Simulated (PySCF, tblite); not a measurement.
Isomers of C2H10O2Si3, one GFN2-xTB conformer each. Single-point energies are computed at PBE0/pcSseg-1 (PySCF, gas phase, no added dispersion term), electronic only.

| SMILES | GFN2-xTB relative energy (kcal/mol) |
| --- | --- |
| C[Si@H]([SiH3])OC(=O)[SiH3] | 0.6 |
| O=CO[SiH2]C([SiH3])[SiH3] | 0.0 |
| C[Si]([SiH3])([SiH3])OC=O | 9.5 |

Conformers: `[CH3:1][Si@H:2]([SiH3:3])[O:4][C:5](=[O:6])[SiH3:7]` with C1–Si2–O4–C5 132°, Si2–O4–C5–O6 0°; `[O:1]=[CH:2][O:3][SiH2:4][CH:5]([SiH3:6])[SiH3:7]` with O1–C2–O3–Si4 -2°, C2–O3–Si4–C5 79°, O3–Si4–C5–Si6 -51°; `[CH3:1][Si:2]([SiH3:3])([SiH3:4])[O:5][CH:6]=[O:7]` with C1–Si2–O5–C6 -125°, Si2–O5–C6–O7 0°.

Q: What does PBE0/pcSseg-1 give for the same structures?

A: 
```
                     SMILES  PBE0/pcSseg-1 E (Eh)  PBE0/pcSseg-1 (kcal/mol)  GFN2-xTB (kcal/mol)  point group
  C[Si]([SiH3])([SiH3])OC=O           -1100.51673                       0.0                  9.5           C1
  O=CO[SiH2]C([SiH3])[SiH3]           -1100.51607                       0.4                  0.0           C1
C[Si@H]([SiH3])OC(=O)[SiH3]           -1100.50928                       4.7                  0.6           C1
```

GFN2-xTB puts O=CO[SiH2]C([SiH3])[SiH3] lowest instead; measured from each level's own lowest isomer, the values differ by up to 9.5 kcal/mol (C[Si]([SiH3])([SiH3])OC=O: 9.5 against 0.0). Neighbours under 2.5 kcal/mol apart (C[Si]([SiH3])([SiH3])OC=O and O=CO[SiH2]C([SiH3])[SiH3]) can change places with a better method, another conformer or zero-point energy.

Q: Which frontier levels, dipoles and rotational constants go with these structures?

A: 
```
                     SMILES  HOMO (eV, PBE0/pcSseg-1)  LUMO (eV)  dipole (D)       A, B, C (MHz)
  C[Si]([SiH3])([SiH3])OC=O                     -7.99      -0.86        2.18   1656, 1042, 927.6
  O=CO[SiH2]C([SiH3])[SiH3]                     -8.40      -0.22        1.87  2240, 957.7, 737.8
C[Si@H]([SiH3])OC(=O)[SiH3]                     -7.71      -0.78        2.22  2202, 894.2, 680.7
```

Q: What happens when harmonic zero-point energies from GFN2-xTB frequencies are added?

A: 
| SMILES | ZPE (kcal/mol) | electronic (kcal/mol) | with ZPE (kcal/mol) |
| --- | --- | --- | --- |
| C[Si]([SiH3])([SiH3])OC=O | 67.8 | 0.0 | 1.8 |
| O=CO[SiH2]C([SiH3])[SiH3] | 65.6 | 0.4 | 0.0 |
| C[Si@H]([SiH3])OC(=O)[SiH3] | 66.8 | 4.7 | 5.4 |

The zero-point energies span 2.2 kcal/mol. O=CO[SiH2]C([SiH3])[SiH3] becomes the lowest.
